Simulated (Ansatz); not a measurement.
The same substitution along the group F, Cl, Br, I.

Gas-phase electronic energies from Ansatz, PBE0-D4/def2-TZVP geometries. CCSD(T)/CBS adds triple-zeta CCSD(T) − MP2 to the extrapolated MP2 energy (def2 sets, frozen cores). This one scheme is used for every species. def2 core potentials past Kr. For Br, Ga, I outer-core shells are correlated without core-valence functions, which leaves a few kJ/mol of doubt a bond. Scalar relativity is left out up to krypton. One conformer a species, not always the lowest.

| reaction | HF/CBS(def2) (kJ/mol) | CCSD(T)/CBS(def2) (kJ/mol) |
| --- | --- | --- |
| `F[SiH2]C[SiH3]` + `[SH][GaH2]` → `[SiH3]C[S][GaH2]` + `F[SiH3]` | 80 | 73 |
| `[SiH3]C[SiH2]Cl` + `[SH][GaH2]` → `[SiH3]C[S][GaH2]` + `[SiH3]Cl` | 78 | 72 |
| `[SiH3]C[SiH2]Br` + `[SH][GaH2]` → `[SiH3]C[S][GaH2]` + `[SiH3]Br` | 77 | 72 |
| `[SiH3]C[SiH2]I` + `[SH][GaH2]` → `[SiH3]C[S][GaH2]` + `[SiH3]I` | 76 | 72 |

Largest T1 diagnostic: 0.013, for `[SH][GaH2]`.
